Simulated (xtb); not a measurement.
xtb job for CH6O2SSi, SMILES CS[SiH](O)O, GFN2-xTB. 

```
$ xtb mol.xyz --gfn 2 --sp --chrg 0 --uhf 0 --json
$ cat mol.xyz
11

Si     0.58737089     0.03014620     0.60898184
O      1.78880649     1.07515537     0.32093825
O      0.98761473    -1.53111242     0.39803694
S     -0.89746069     0.65240177    -0.79468769
C     -2.14844131    -0.62919530    -0.45140156
H      0.11057743     0.01427499     1.97605206
H      2.61240174     1.02320561     0.79697034
H      1.28135812    -1.86567629    -0.44666089
H     -2.90280380    -0.55060264    -1.22669050
H     -2.59608917    -0.44656997     0.52027567
H     -1.68998744    -1.61227858    -0.47408171
```

Output:

```
[banner left out]
          |                Calculation Setup                |
           -------------------------------------------------



           -------------------------------------------------
          |                 G F N 2 - x T B                 |
           -------------------------------------------------

        Reference                      10.1021/acs.jctc.8b01176
      * Hamiltonian:
        H0-scaling (s, p, d)           1.850000    2.230000    2.230000
        zeta-weighting                 0.500000
      * Dispersion:
        s8                             2.700000
        a1                             0.520000
        a2                             5.000000
        s9                             5.000000
      * Repulsion:
        kExp                           1.500000    1.000000
        rExp                           1.000000
      * Coulomb:
        alpha                          2.000000
        third order                    shell-resolved
        anisotropic                    true
        a3                             3.000000
        a5                             4.000000
        cn-shift                       1.200000
        cn-exp                         4.000000
        max-rad                        5.000000


          ...................................................
          :                      SETUP                      :
          :.................................................:
          :  # basis functions                  38          :
          :  # atomic orbitals                  36          :
          :  # shells                           18          :
          :  # electrons                        32          :
          :  max. iterations                   250          :
          :  Hamiltonian                  GFN2-xTB          :
          :  restarted?                      false          :
          :  GBSA solvation                  false          :
          :  PC potential                    false          :
          :  electronic temp.          300.0000000     K    :
          :  accuracy                    1.0000000          :
          :  -> integral cutoff          0.2500000E+02      :
          :  -> integral neglect         0.1000000E-07      :
          :  -> SCF convergence          0.1000000E-05 Eh   :
          :  -> wf. convergence          0.1000000E-03 e    :
          :  Broyden damping             0.4000000          :
          :  net charge                          0          :
          :  unpaired electrons                  0          :
          ...................................................

 iter      E             dE          RMSdq      gap      omega  full diag
   1    -18.4937404 -0.184937E+02  0.756E+00    5.48       0.0  T
   2    -18.5540099 -0.602695E-01  0.379E+00    4.76       1.0  T
   3    -18.5528244  0.118545E-02  0.232E+00    4.71       1.0  T
   4    -18.5620001 -0.917562E-02  0.109E+00    4.50       1.0  T
   5    -18.5595304  0.246969E-02  0.792E-01    4.63       1.0  T
   6    -18.5630041 -0.347370E-02  0.226E-01    4.59       1.0  T
   7    -18.5631656 -0.161483E-03  0.723E-02    4.56       1.0  T
   8    -18.5631807 -0.151076E-04  0.274E-02    4.57       1.1  T
   9    -18.5631801  0.616064E-06  0.148E-02    4.57       2.0  T
  10    -18.5631812 -0.114179E-05  0.283E-03    4.57      10.6  T
  11    -18.5631812 -0.122687E-07  0.161E-03    4.57      18.7  T
  12    -18.5631812 -0.359899E-08  0.477E-04    4.57      63.3  T
  13    -18.5631812 -0.305111E-09  0.157E-04    4.57     192.0  T

   *** convergence criteria satisfied after 13 iterations ***

         #    Occupation            Energy/Eh            Energy/eV
      -------------------------------------------------------------
         1        2.0000           -0.7958407             -21.6559
       ...           ...                  ...                  ...
        10        2.0000           -0.4944767             -13.4554
        11        2.0000           -0.4886991             -13.2982
        12        2.0000           -0.4720510             -12.8452
        13        2.0000           -0.4621118             -12.5747
        14        2.0000           -0.4589694             -12.4892
        15        2.0000           -0.3991659             -10.8619
        16        2.0000           -0.3562607              -9.6943 (HOMO)
        17                         -0.1883761              -5.1260 (LUMO)
        18                         -0.1500638              -4.0834
        19                         -0.1191285              -3.2417
        20                         -0.1149015              -3.1266
        21                         -0.0352316              -0.9587
       ...                                ...                  ...
        36                          0.8390556              22.8319
      -------------------------------------------------------------
                  HL-Gap            0.1678846 Eh            4.5684 eV
             Fermi-level           -0.2723184 Eh           -7.4102 eV

 SCC (total)                   0 d,  0 h,  0 min,  0.008 sec
 SCC setup                      ...        0 min,  0.000 sec (  1.234%)
 Dispersion                     ...        0 min,  0.000 sec (  0.590%)
 classical contributions        ...        0 min,  0.000 sec (  0.259%)
 integral evaluation            ...        0 min,  0.001 sec ( 17.121%)
 iterations                     ...        0 min,  0.004 sec ( 50.639%)
 molecular gradient             ...        0 min,  0.002 sec ( 28.997%)
 printout                       ...        0 min,  0.000 sec (  1.038%)

         :::::::::::::::::::::::::::::::::::::::::::::::::::::
         ::                     SUMMARY                     ::
         :::::::::::::::::::::::::::::::::::::::::::::::::::::
         :: total energy             -18.420997160280 Eh    ::
         :: gradient norm              0.000241859312 Eh/a0 ::
         :: HOMO-LUMO gap              4.568373163847 eV    ::
         ::.................................................::
         :: SCC energy               -18.563174674804 Eh    ::
         :: -> isotropic ES            0.070097158631 Eh    ::
         :: -> anisotropic ES          0.001439982321 Eh    ::
         :: -> anisotropic XC          0.002665079977 Eh    ::
         :: -> dispersion             -0.006981858406 Eh    ::
         :: repulsion energy           0.142177514524 Eh    ::
         :: add. restraining           0.000000000000 Eh    ::
         :: total charge              -0.000000000000 e     ::
         :::::::::::::::::::::::::::::::::::::::::::::::::::::

           -------------------------------------------------
          |                Property Printout                |
           -------------------------------------------------

    * Orbital Energies and Occupations

         #    Occupation            Energy/Eh            Energy/eV
      -------------------------------------------------------------
         1        2.0000           -0.7958407             -21.6559
       ...           ...                  ...                  ...
         4        2.0000           -0.6442191             -17.5301
         5        2.0000           -0.5968200             -16.2403
         6        2.0000           -0.5863166             -15.9545
         7        2.0000           -0.5399722             -14.6934
         8        2.0000           -0.5083135             -13.8319
         9        2.0000           -0.5069216             -13.7940
        10        2.0000           -0.4944767             -13.4554
        11        2.0000           -0.4886991             -13.2982
        12        2.0000           -0.4720510             -12.8452
        13        2.0000           -0.4621118             -12.5747
        14        2.0000           -0.4589694             -12.4892
        15        2.0000           -0.3991659             -10.8619
        16        2.0000           -0.3562607              -9.6943 (HOMO)
        17                         -0.1883761              -5.1260 (LUMO)
        18                         -0.1500638              -4.0834
        19                         -0.1191285              -3.2417
        20                         -0.1149015              -3.1266
        21                         -0.0352316              -0.9587
        22                          0.0087338               0.2377
        23                          0.0250854               0.6826
        24                          0.0348675               0.9488
        25                          0.0856523               2.3307
        26                          0.0944370               2.5698
        27                          0.1174364               3.1956
       ...                                ...                  ...
        36                          0.8390556              22.8319
      -------------------------------------------------------------
                  HL-Gap            0.1678846 Eh            4.5684 eV
             Fermi-level           -0.2723184 Eh           -7.4102 eV

     #   Z          covCN         q      C6AA      α(0)
     1  14 Si       3.347     0.604   109.843    20.937
     2   8 O        1.576    -0.465    22.193     6.357
     3   8 O        1.576    -0.481    22.541     6.407
     4  16 S        1.845    -0.314   154.680    20.933
     5   6 C        3.747    -0.053    21.594     6.628
     6   1 H        0.922    -0.055     4.205     3.207
     7   1 H        0.810     0.303     0.711     1.324
     8   1 H        0.809     0.315     0.678     1.293
     9   1 H        0.925     0.061     2.191     2.315
    10   1 H        0.925     0.043     2.405     2.425
    11   1 H        0.925     0.041     2.430     2.438

 Mol. C6AA /au·bohr⁶  :       2014.635046
 Mol. C8AA /au·bohr⁸  :      72529.261078
 Mol. α(0) /au        :         74.263369


Wiberg/Mayer (AO) data.
largest (>0.10) Wiberg bond orders for each atom

 ---------------------------------------------------------------------------
     #   Z sym  total        # sym  WBO       # sym  WBO       # sym  WBO
 ---------------------------------------------------------------------------
     1  14 Si   4.148 --     2 O    1.169     3 O    1.152     4 S    0.931
                             6 H    0.863
     2   8 O    2.188 --     1 Si   1.169     7 H    0.890
     3   8 O    2.167 --     1 Si   1.152     8 H    0.877
     4  16 S    2.109 --     5 C    1.013     1 Si   0.931
     5   6 C    3.982 --     4 S    1.013    11 H    0.990    10 H    0.990
                             9 H    0.985
     6   1 H    0.997 --     1 Si   0.863
     7   1 H    0.908 --     2 O    0.890
     8   1 H    0.901 --     3 O    0.877
     9   1 H    0.996 --     5 C    0.985
    10   1 H    0.998 --     5 C    0.990
    11   1 H    0.998 --     5 C    0.990
 ---------------------------------------------------------------------------

Topologies differ in total number of bonds
Writing topology from bond orders to xtbtopo.mol

molecular dipole:
                 x           y           z       tot (Debye)
 q only:        0.518      -0.591       0.420
   full:        0.672      -0.903       0.543       3.175
molecular quadrupole (traceless):
                xx          xy          yy          xz          yz          zz
 q only:        4.906       1.472      -3.305       0.615       4.617      -1.601
  q+dip:        6.045       1.501      -4.670      -0.666       6.836      -1.375
   full:        7.514       2.243      -4.797       0.446       6.894      -2.717


           -------------------------------------------------
          | TOTAL ENERGY              -18.420997160280 Eh   |
          | GRADIENT NORM               0.000241859312 Eh/α |
Note: The following floating-point exceptions are signalling: IEEE_UNDERFLOW_FLAG IEEE_DENORMAL
normal termination of xtb
          | HOMO-LUMO GAP               4.568373163847 eV   |
           -------------------------------------------------

------------------------------------------------------------------------
------------------------------------------------------------------------
 total:
 SCF:
```

The calculation finished and met its thresholds.

Cost: about 0.03 core-seconds (a rough figure).
